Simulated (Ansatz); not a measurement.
Consider the ligand exchange at a Ge–N bond: `[NH2][Ge]([NH2])([F])[F]` + H–F → `[NH2][Ge]([F])([F])[F]` + NH₃.

Calculated with Ansatz (gas phase, PBE0-D4/def2-TZVP geometries, no zero-point term in ΔE). CCSD(T)/CBS is the MP2 limit (def2-TZVPP, def2-QZVPP) plus CCSD(T) − MP2 in def2-TZVPP, frozen cores. This one scheme is used for every species. Functionals use def2-TZVPP. For Ge outer-core shells are correlated without core-valence functions, which leaves a few kJ/mol of doubt a bond. Scalar relativity is left out up to krypton. One conformer a species, not always the lowest.

| species | revPBE-D4 energy (Eh) |
| --- | --- |
| `[NH2][Ge]([NH2])([F])[F]` | -2388.61836 |
| H–F | -100.45779 |
| `[NH2][Ge]([F])([F])[F]` | -2432.51920 |
| NH₃ | -56.56949 |

Work out ΔE.

ΔE = (-2432.51920) + (-56.56949) − (-2388.61836) − (-100.45779) = -0.01254 Eh = -32.9 kJ/mol. CCSD(T)/CBS gives -29.2 kJ/mol.

What do rigid-rotor, harmonic-oscillator terms from PBE0-D4/def2-TZVP frequencies (298.15 K, 1 bar) make of the CCSD(T)/CBS value? (An estimate is asked.)

Computed: ΔZPE = +2.8 kJ/mol, ΔH = -26.7 kJ/mol, ΔS = 19 J/(mol·K), ΔG = -32.5 kJ/mol.

Largest T1 diagnostic among the species: 0.012.

Leaving LDA and LC-ωPBE aside and taking each functional with its dispersion term where it has one, the values, not all of them listed here, spread over 16.3 kJ/mol, from B97M-V to PBE0-D4. LDA lies +10.4 kJ/mol from PBE without D4. From r2SCAN to r2SCAN0 (25 % exact exchange), in def2-TZVPP and without D4, ΔE moves by +4.1 kJ/mol. In def2-TZVPP, CCSD(T) changes the Hartree–Fock value by +13.3 kJ/mol (the triples alone add +0.9 kJ/mol) and MP2 by +16.0 kJ/mol.
